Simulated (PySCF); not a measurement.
# Dipole response of Sb²⁺ (antimony, charge +2)

[Kr] 4d10 5s2 5p1, 2P determinant. Computed with PySCF 2.14 in aug-cc-pVQZ-DK3 (9s8p6d3f2g, 102 functions), with scalar relativity by spin-free X2C-1e. Coupled (time-dependent) response in atomic units; α is the mean over directions.

| method | mean α (bohr³) | α xx, yy, zz | C₆ (like pair) | S(−4) |
| --- | --- | --- | --- | --- |
| PW91 | 15.54 | 15.24, 16.14, 15.24 | 94.72 | 71.93 |

S(−4) is the Cauchy moment in α(ω) = α(0) + S(−4) ω² + …

Spin-orbit coupling is absent.

α(iu) at PW91:

```csv
u (hartree),α(iu) (bohr³)
0,15.54
0.0500,15.36
0.100,14.86
0.200,13.16
0.300,11.14
0.500,7.713
0.750,5.128
1.00,3.699
1.50,2.282
2.00,1.596
3.00,0.9263
5.00,0.4229
```

A single London oscillator, α(iu) = α/(1 + u²/ω²), gives C₆ = (3/4) ω α². Matching the computed C₆ needs ω = 4 × 94.72 / (3 × 15.54²) = 0.523 hartree.

For an ion, C₆ is the dispersion term alone; charge-induced terms of lower order in 1/R come first.

The components differ because the open shell of this determinant is not spherical; for a pure term their mean is the scalar polarisability.
